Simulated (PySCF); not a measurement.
C₂H₄FNOSi, SMILES O=C=N[SiH2]CF.

Coordinates come from a B3LYP-D3(BJ)/def2-SVP optimisation. The structure was generated by enumeration, and PubChem lists no compound with its InChIKey, so it may never have been made. The values are those of a single conformer.

The numbers are results of TDDFT-LC-ωPBE/def2-SVPD (PySCF), not measurements.

Vertical excitations. Isolated molecule, no solvent.

| state | energy (eV) | λ (nm) | f | main pairs |
|---|---|---|---|---|
| S1 | 7.28 | 170 | 0.000 | HOMO−1→LUMO+1 15 %, HOMO−1→LUMO+6 12 %, HOMO→LUMO+3 11 %, HOMO−1→LUMO+4 8 % |
| S2 | 7.52 | 165 | 0.009 | HOMO−1→LUMO+3 18 %, HOMO→LUMO+2 12 %, HOMO−1→LUMO+6 8 %, HOMO→LUMO+1 7 % |
| S3 | 7.53 | 165 | 0.004 | HOMO→LUMO+3 22 %, HOMO−1→LUMO+2 8 %, HOMO→LUMO+6 7 %, HOMO−1→LUMO+1 7 % |
| S4 | 8.00 | 155 | 0.002 | HOMO→LUMO 42 %, HOMO→LUMO+1 26 % |
| S5 | 8.17 | 152 | 0.001 | HOMO−1→LUMO 56 %, HOMO−1→LUMO+1 31 % |
| S6 | 8.42 | 147 | 0.023 | HOMO→LUMO+5 15 %, HOMO−2→LUMO 14 %, HOMO→LUMO+1 10 %, HOMO→LUMO+2 10 % |
| S7 | 8.68 | 143 | 0.220 | HOMO→LUMO+1 32 %, HOMO→LUMO 27 %, HOMO−2→LUMO+1 15 %, HOMO→LUMO+4 7 % |
| S8 | 9.01 | 138 | 0.057 | HOMO→LUMO+4 25 %, HOMO−2→LUMO 18 %, HOMO→LUMO+3 13 %, HOMO→LUMO+6 11 % |
| S9 | 9.11 | 136 | 0.011 | HOMO−4→LUMO+1 21 %, HOMO−1→LUMO+4 17 %, HOMO−1→LUMO+1 13 %, HOMO−1→LUMO 11 % |
| S10 | 9.37 | 132 | 0.007 | HOMO−3→LUMO+2 28 %, HOMO−3→LUMO 22 %, HOMO−3→LUMO+5 15 %, HOMO−3→LUMO+3 12 % |
| T1 | 6.57 | 189 | 0 | HOMO−1→LUMO+3 14 %, HOMO−1→LUMO+5 10 %, HOMO→LUMO+6 9 %, HOMO→LUMO+1 8 % |
| T2 | 6.87 | 181 | 0 | HOMO−1→LUMO+6 15 %, HOMO→LUMO+2 12 %, HOMO−1→LUMO+3 12 %, HOMO−1→LUMO+1 10 % |
| T3 | 6.88 | 180 | 0 | HOMO−1→LUMO+2 14 %, HOMO−1→LUMO+5 14 %, HOMO→LUMO+6 9 %, HOMO−1→LUMO+3 8 % |
| T4 | 7.25 | 171 | 0 | HOMO→LUMO+3 23 %, HOMO→LUMO+2 17 %, HOMO−1→LUMO+1 10 %, HOMO−1→LUMO+6 7 % |
Triplets are in the Tamm–Dancoff approximation, which puts them higher than full response would, so one can lie above its singlet here.
